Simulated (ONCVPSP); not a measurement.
**What one change does to a pseudopotential (sulfur (S), ONCV)**

```json
{
  "Element": "sulfur (S)",
  "Generator": "ONCVPSP 4.0.1",
  "Type": "optimised norm-conserving Vanderbilt (ONCV)",
  "Functional": "LDA (Perdew-Zunger)",
  "Relativity": "scalar-relativistic",
  "Frozen core": "[Ne]",
  "Valence charge": "6",
  "Reference configuration": "3s2 3p3 (charge +1)",
  "Partial waves": "3s: rc 1.35 bohr, ncon 3, nbas 8, qcut 5.7 1/bohr, local; 3p: rc 1.60 bohr, ncon 5, nbas 9, qcut 4.6 1/bohr, 1 projector; d scattering state at 0.36 Ha: rc 1.55 bohr, ncon 5, nbas 9, qcut 7 1/bohr, 1 projector",
  "Local potential": "the s channel",
  "Core correction": "none"
}
```

Change: p: rc 1.9.

Cutoffs: the cutoffs (Ha) at which the residual kinetic energy of the hardest occupied pseudo-wave falls to 1 and 0.1 mHa per electron; they do not see the model core or the augmentation charge, which bear on the density cutoff. Errors are all-electron minus pseudo energies relative to the spin-unpolarised reference configuration.

Question: Predict the effect on cutoff, ghosts and configuration errors.

Answer: The potential gets softer (13 Ha and 35 Ha → 13 Ha and 17 Ha); the errors of the 4 common tests hardly move; neither file shows a bound ghost. A larger radius leaves more room for a smooth pseudo-wave, so fewer plane waves are needed.

```tsv
quantity	base	changed
cutoff, loose	13 Ha	13 Ha
cutoff, tight	35 Ha	17 Ha
loose cutoff by channel	s 13 Ha, p 6.7 Ha	s 13 Ha, p 6.1 Ha
bound ghosts	none	none
GHOST(+) flags under 300 eV	none	none
error for 3s2 3p4, meV [ΔE -11.86 eV]	+5.7	+5.6
error for 3s2 3p2, meV [ΔE 22.37 eV]	+12	+11
error for 3s2 3p1, meV [ΔE 56.53 eV]	+81	+73
error for 3s1 3p5, meV [ΔE -1.62 eV]	+4.2	+4.4
s: phases at 1.37 bohr within 0.05 rad from the reference energy up to (Ha; the scan ends near 5)	3.9	3.9
d: phases at 1.57 bohr within 0.05 rad from the reference energy up to (Ha; the scan ends near 5)	3.2	3.2
```
